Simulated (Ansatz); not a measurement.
Calculated with Ansatz (gas phase, PBE0-D4/def2-TZVP geometries, no zero-point term in ΔE). CCSD(T)/CBS is the MP2 limit (def2-TZVPP, def2-QZVPP) plus CCSD(T) − MP2 in def2-TZVPP, frozen cores. This one scheme is used for every species. Functionals use def2-TZVPP. Triplets are unrestricted, without spin–orbit coupling. For Ge outer-core shells are correlated without core-valence functions, which leaves a few kJ/mol of doubt a bond. Scalar relativity is left out up to krypton. One conformer a species, not always the lowest.

Reaction (formal loss of a carbene): `[CH3][GeH]([NH2])[NH2]` → `[CH2]` (triplet) + `[NH2][GeH2][NH2]`

CCSD(T)/CBS gives +4.92 eV.

Task: Another level gave +4.79 eV. Which?
A. PBE0/def2-TZVPP
B. r2SCAN-D4/def2-TZVPP
C. HF/def2-TZVPP
D. ωB97X-V/def2-TZVPP

Result: A. PBE0 4.79, r2SCAN-D4 4.66, ωB97X-V 4.99, HF/def2-TZVPP 3.32 eV.

Largest T1 diagnostic among the species: 0.011.

In def2-TZVPP, CCSD(T) changes the Hartree–Fock value by +1.49 eV (the triples alone add +0.12 eV) and MP2 by +1.64 eV. From PBE to PBE0 (25 % exact exchange), in def2-TZVPP and without D4, ΔE moves by −0.08 eV.
